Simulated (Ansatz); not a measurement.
`B[SiH2]N` + `[SiH3][SiH2][SeH]` → `B[Se][SiH2][SiH3]` + `N[SiH3]` at 500 K and 1 bar (cleavage of the B–Si bond).

Program: Ansatz. Geometries: PBE0-D4/def2-TZVP. ΔE: electronic, gas phase. CCSD(T)/CBS adds triple-zeta CCSD(T) − MP2 to the extrapolated MP2 energy (def2 sets, frozen cores). This one scheme is used for every species. For Se outer-core shells are correlated without core-valence functions, which leaves a few kJ/mol of doubt a bond. Scalar relativity is left out up to krypton. Each species was taken in one conformer, which may not be the lowest.

| species | CCSD(T)/CBS energy (Eh) | H − E (kJ/mol) | S (J/(mol·K)) |
| --- | --- | --- | --- |
| `B[SiH2]N` | -372.16627 | 203.7 | 360.3 |
| `[SiH3][SiH2][SeH]` | -2982.48284 | 176.0 | 411.1 |
| `B[Se][SiH2][SiH3]` | -3007.88916 | 221.6 | 454.1 |
| `N[SiH3]` | -346.80422 | 161.3 | 303.9 |

H − E and S are ideal-gas, rigid-rotor, harmonic terms from PBE0-D4/def2-TZVP, for one conformer and one mirror image of each species. 1 Eh = 2625.50 kJ/mol, R = 8.31446 J/(mol·K).

Q: By hand: ΔE, ΔH, ΔS and ΔG.

A: ΔE = (-3007.88916) + (-346.80422) − (-372.16627) − (-2982.48284) = -0.04427 Eh = -116.2 kJ/mol. Δ(H − E) = 221.6 + 161.3 − 203.7 − 176.0 = 3.2, so ΔH = -113.0 kJ/mol. ΔS = 454.1 + 303.9 − 360.3 − 411.1 = -13.4 J/(mol·K). ΔG = -113.0 − 500 × (-13.4)/1000 = -106.3 kJ/mol.

Q: By hand: the equilibrium constant, and the temperature at which ΔG would vanish if ΔH and ΔS stayed fixed.

A: log₁₀ K = −ΔG/(RT ln 10) = 11.1. ΔG = 0 at ΔH/ΔS = 8433 K, far beyond where these terms or the molecules hold.

The number of gas molecules stays the same, so ΔS is small and ΔH decides. A doubt of 5 kJ/mol in ΔE shifts log₁₀ K by 0.5 here. Other conformers and mirror images would add mixing entropy, several J/(mol·K) or more a flexible species. Modes under 60 cm⁻¹, often nearly free rotors, make the harmonic entropy too high. These are equilibria of isolated gas molecules and say nothing of rates. Largest T1 diagnostic: 0.014 (customary marks: 0.02 for closed shells, 0.045 for open ones).
